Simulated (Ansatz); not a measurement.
Ansatz (an electronic-structure program) input for AgF, SMILES [F][Ag], multiplicity 1, PBE-D3(BJ)/def2-TZVPD. 

Ansatz 0.2 input:
```yaml
crystal:
  periodic: [false, false, false]
  atoms:
    - {symbol: Ag, position_ang: [0.00000000, 0.00000000, -0.32165512]}
    - {symbol: F, position_ang: [0.00000000, 0.00000000, 1.67975453]}
basis:
  gaussian:
    orbitals: def2-TZVPD
hamiltonian:
  xc: pbe
  dispersion: d3bj
relax: {f_tol: 0.002, max_steps: 200}
```

It prints:

```
Functional definition: PBE
integrals: 0.02 GiB planned
550 factors; their error is unknown
mean field: 0.15 GiB planned
mean field evaluation 1: about -6710.5905 eV, gradient 5.4e1 eV
mean field evaluation 2: about -6469.3909 eV, gradient 2.5e2 eV
mean field evaluation 4: about -6713.8198 eV, gradient 3.3e1 eV
mean field evaluation 8: about -6715.3788 eV, gradient 2.1e-1 eV
mean field evaluation 16: about -6715.3780 eV, gradient 1.7e-5 eV
mean field -6715.37795326 eV, -246.7855879357 hartree, gradient 1.7e-5 eV, S^2 0.000000; 0 other end points of the search recorded, 0 dependent functions left out
the calculation of the forces begins
reference -6715.37799384 eV, -246.7855894271 hartree; 14, 14 occupied and 66, 66 virtual orbitals, 550 factors
relax step   1: F+E_penalty+E_count = -6715.39070636 eV  Δ(F+E_penalty+E_count) = +0.000e0 eV  max|allowed force component| = 4.925e-2 eV/Å  Δτ_max = 0.0000 Å  (28 SCF iters, accepted)
these checks for a lower state are left out or cut short: starts, cluster_reference, orbital_swaps, neighbouring_geometries, increment
integrals: 0.02 GiB planned
550 factors; their error is unknown
mean field: 0.15 GiB planned
mean field -6715.37803307 eV, -246.7855908686 hartree, gradient 1.7e-5 eV, S^2 0.000000; 0 other end points of the search recorded, 0 dependent functions left out
the calculation of the forces begins
reference -6715.37807366 eV, -246.7855923601 hartree; 14, 14 occupied and 66, 66 virtual orbitals, 550 factors
relax step   2: F+E_penalty+E_count = -6715.39078686 eV  Δ(F+E_penalty+E_count) = -8.050e-5 eV  max|allowed force component| = 1.710e-2 eV/Å  Δτ_max = 0.0012 Å  (29 SCF iters, accepted)
these checks for a lower state are left out or cut short: starts, cluster_reference, orbital_swaps, neighbouring_geometries, increment
integrals: 0.02 GiB planned
550 factors; their error is unknown
mean field: 0.15 GiB planned
mean field evaluation 32: about -6715.3780 eV, gradient 1.7e-5 eV
mean field -6715.37804360 eV, -246.7855912557 hartree, gradient 1.7e-5 eV, S^2 0.000000; 0 other end points of the search recorded, 0 dependent functions left out
the calculation of the forces begins
reference -6715.37808419 eV, -246.7855927472 hartree; 14, 14 occupied and 66, 66 virtual orbitals, 550 factors
relax step   3: F+E_penalty+E_count = -6715.39079776 eV  Δ(F+E_penalty+E_count) = -1.090e-5 eV  max|allowed force component| = 8.184e-5 eV/Å  Δτ_max = 0.0006 Å  (29 SCF iters, accepted)
integrals: 0.02 GiB planned
550 factors; their error is unknown
mean field: 0.15 GiB planned
mean field -6715.37804360 eV, -246.7855912557 hartree, gradient 1.6e-5 eV, S^2 0.000000; 1 other end points of the search recorded, 0 dependent functions left out
the calculation of the forces begins
reference -6715.37808419 eV, -246.7855927472 hartree; 14, 14 occupied and 66, 66 virtual orbitals, 550 factors
Total energy: -6715.39083834 eV, -246.7860614537 hartree
Atom 0 at     0.000000    -0.000000    -0.319802 Å, force    -0.000000     0.000000    -0.000082 eV/Å
Atom 1 at    -0.000000     0.000000     1.677901 Å, force     0.000000    -0.000000     0.000082 eV/Å
Dipole moment:    -0.000000     0.000000    -1.099785 e Å
```

The calculation finished and met its thresholds.
